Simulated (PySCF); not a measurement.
Broadened absorption spectrum of C7H7F

Species: C7H7F.
SMILES: `Cc1ccccc1F`

Computed, not measured: PySCF 2.14.0, density-fitted response routines, TDDFT B3LYP/def2-SVPD, vertical, gas phase, core orbitals frozen in the response. Isolated species at its GFN2-xTB geometry, gas phase.

Computed states:

```tsv
state	E (eV)	f
S1	5.35	0.011
S2	6.05	0.011
S3	6.56	0.0033
S4	6.82	0.0079
S5	6.91	0.0004
S6	6.94	0.468
S7	6.98	0.685
S8	7.18	0.0018
```

Each state is given a Gaussian of 0.4 eV full width at half maximum, with ε(max) = 2.175×10⁸ f / Δν̃ (Δν̃ the width in cm⁻¹). The cross-section is σ = 3.8235×10⁻²¹ ε cm², given in Mb (10⁻¹⁸ cm²). The width is an assumption, not a result. The curve ends short of the highest state used, and states not computed would add to its high-energy end.

Question: What does the envelope look like, and where are its maxima?

Answer: 
(λ (nm), σ (Mb)): (188.4, 24.53), (191.6, 5.48), (194.7, 1.63), (197.9, 1.53), (201.1, 2.33), (204.2, 2.87), (207.4, 2.65), (210.5, 1.89), (213.7, 1.09), (216.9, 0.70), (220.0, 0.82), (223.2, 1.38), (226.3, 2.09), (229.5, 2.66), (232.7, 2.77), (235.8, 2.42), (239.0, 1.78), (242.1, 1.14), (245.3, 0.62), (248.5, 0.30), (251.6, 0.13), (254.8, 0.05), (257.9, 0.02), (261.1, 0.01)

Maxima: 232 nm (5.35 eV), ε about 730, made up of S1 (100%); 205 nm (6.05 eV), ε about 760, made up of S2 (100%) (ε in L mol⁻¹ cm⁻¹; maxima over ε = 5, shares over 10%). At its high-energy end, 6.58 eV, the curve is still rising (ε about 6300, from S6 and S7).

Question: What would ε be at 6.05 eV, the highest of these maxima, with half the width (0.2 eV)?

Answer: About 1510 L mol⁻¹ cm⁻¹ against 756, a factor of about 1.99; a lone state at its own centre would give exactly 2.

Question: Coming from long wavelengths, where does ε first pass 100 L mol⁻¹ cm⁻¹?

Answer: At about 247 nm (5.01 eV), 0.34 eV below S1.

Question: On this curve, what absorbance would a 10⁻³ mol/L sample give at 254 nm over a 1 cm path?

Answer: 254 nm is 4.881 eV, where ε is about 17 L mol⁻¹ cm⁻¹, so A = ε c l ≈ 0.017 (Beer–Lambert, with the gas-phase spectrum and the assumed width).

Time: 30 s of wall time. Hardware: one thread, Arm Neoverse V2, no GPU, shared host.
